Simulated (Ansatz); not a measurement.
The Si3–H4 bond of H4MgSi (SMILES [MgH][SiH3]) is stretched (multiplicity 1, the rest rigid).
Geometry at rest (charge 0, multiplicity 1):
```tsv
atom	x (Å)	y (Å)	z (Å)
Mg	-1.2739	-0.6992	-0.1785
H	-2.7546	-1.5120	-0.3860
Si	0.9718	0.5334	0.1362
H	1.6131	0.2497	1.4524
H	0.8377	2.0169	0.0636
H	1.9863	0.1688	-0.8943
```

Cores are frozen in the correlated methods.

Programs: Ansatz (Gaussian basis) for Hartree–Fock, density functionals and correlated methods. 

FIC-MRCISD+Q on CASSCF(2,2)/def2-TZVPP, total energies (hartree):

```
R (Å)       CASSCF       MRCISD  weight c² of the reference
-----  -----------  -----------  --------------------------
1.491  -490.862588  -491.048219                     0.90278
2.610  -490.774248  -490.950221                     0.90134
4.772  -490.736546  -490.910012                     0.90070
```

Q: Add the Davidson correction (E_MRCISD − E_CASSCF)(1 − c²)/c² and give the energies above the first point at the three levels.

A: 
Corrections (hartree): -0.019991, -0.019261, -0.019123. Above the first point (kcal/mol):
- R = 2.610 Å: CASSCF 55.4, MRCISD 61.5, with the correction 62.0
- R = 4.772 Å: CASSCF 79.1, MRCISD 86.7, with the correction 87.3

Ansatz is a quantum-chemistry and plane-wave program.
